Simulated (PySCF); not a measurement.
C₁₀H₈OS, SMILES C(=Cc1cccs1)c1ccco1, GFN2-xTB optimised geometry.

```
20

C      0.83    -0.05     0.00
C     -0.51    -0.11     0.00
C     -1.38     1.02     0.00
C     -2.75     1.02     0.00
C     -3.31     2.32     0.00
C     -2.37     3.29     0.00
S     -0.77     2.66     0.00
C      1.69    -1.20     0.00
C      3.06    -1.27     0.00
C      3.39    -2.64     0.00
C      2.20    -3.31     0.00
O      1.17    -2.45     0.00
H      1.34     0.90     0.00
H     -1.00    -1.07     0.00
H     -3.33     0.12     0.00
H     -4.37     2.51     0.00
H     -2.51     4.36     0.00
H      3.74    -0.45     0.00
H      4.37    -3.08     0.00
H      1.96    -4.36     0.00
```

Density from B3LYP/def2-SVP (PySCF) at that geometry.

Minimum of the electron density along straight lines between bonded atoms, close to the bond critical point (lines longer than 1.1 times the sum of covalent radii, or with two minima, are not listed):

| bond | length / Å | ρ at the minimum / e bohr⁻³ | ∇²ρ there / e bohr⁻⁵ | position (fraction from the first atom) |
|---|---|---|---|---|
| C1–C2 | 1.346 | 0.333 | -0.87 | 0.50 |
| C2–C3 | 1.427 | 0.289 | -0.73 | 0.49 |
| C3–C4 | 1.373 | 0.318 | -0.81 | 0.51 |
| C4–C5 | 1.407 | 0.301 | -0.76 | 0.50 |
| C5–C6 | 1.359 | 0.325 | -0.83 | 0.49 |
| C3–S7 | 1.744 | 0.208 | ___ | 0.47 |
| C6–S7 | 1.718 | 0.218 | -0.48 | 0.47 |
| C1–C8 | 1.430 | 0.291 | -0.74 | 0.49 |
| C8–C9 | 1.378 | 0.321 | -0.82 | 0.52 |
| C9–C10 | 1.410 | 0.296 | -0.72 | 0.50 |
| C10–C11 | 1.363 | 0.327 | -0.84 | 0.48 |
| C8–O12 | 1.356 | 0.283 | ___ | 0.33 |
| C11–O12 | 1.341 | 0.291 | ___ | 0.33 |
| C1–H13 | 1.081 | 0.283 | -1.07 | 0.63 |
| C2–H14 | 1.082 | 0.284 | -1.08 | 0.64 |
| C4–H15 | 1.076 | 0.284 | -1.09 | 0.63 |
| C5–H16 | 1.076 | 0.285 | -1.09 | 0.63 |
| C6–H17 | 1.072 | 0.286 | -1.12 | 0.64 |
| C9–H18 | 1.071 | 0.286 | -1.11 | 0.63 |
| C10–H19 | 1.071 | 0.286 | -1.11 | 0.63 |
| C11–H20 | 1.072 | 0.291 | -1.18 | 0.65 |

Task: Fill in the missing entries.

Result: 
- C3–S7, ∇²ρ there / e bohr⁻⁵: -0.43
- C8–O12, ∇²ρ there / e bohr⁻⁵: -0.05
- C11–O12, ∇²ρ there / e bohr⁻⁵: 0.07
